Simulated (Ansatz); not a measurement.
Mo3S7⁻. The state is a doublet with charge -1. Geometry r2SCAN-D4/def2-SVP, basis def2-SVP, Ansatz.

```xyz
10

Mo    0.5071    0.6083    0.6652
Mo    0.4616   -0.4620   -1.5694
Mo   -1.6693   -0.8312    0.2694
S     1.6995    2.6757    0.6677
S    -1.1373    1.1956   -0.9524
S    -3.7878   -0.5714    0.6427
S     2.4535   -0.3272   -2.3910
S    -0.3532   -1.0138    2.1202
S    -0.7363   -2.4030   -1.2036
S     2.5621    1.1291    1.7511
```

| run | HOMO (eV) | LUMO (eV) |
| --- | --- | --- |
| A | -1.85 | -1.47 |
| B | -2.76 | -1.01 |
| C | -2.09 | -1.54 |
| D | -1.98 | -1.68 |

In the def2 sets Mo takes a core potential; there is no spin–orbit coupling. No other spin state of charge -1 was run. Another isomer (doublet) lies 0.99 eV lower at PBE0-D4/def2-SVP; other spin states weren't run for this one.

HOMO and LUMO are taken over both spins.

Q: The runs used LDA (SPW92), PBE, PBE0, r2SCAN. Estimate which is which.

A: A PBE (0 % exact exchange); B PBE0 (25 % exact exchange); C r2SCAN (0 % exact exchange); D LDA (SPW92) (0 % exact exchange). Exact exchange lowers occupied and raises empty levels; among semilocal functionals meta-GGAs tend to open the gap a little, and such runs are hard to tell apart. The gap grows from 0.31 eV (LDA (SPW92)) to 1.75 eV (PBE0). At PBE0-D4/def2-SVP the charge -1 doublet is spin-contaminated (final ⟨S²⟩ up to 0.92, 0.75 for a pure state).
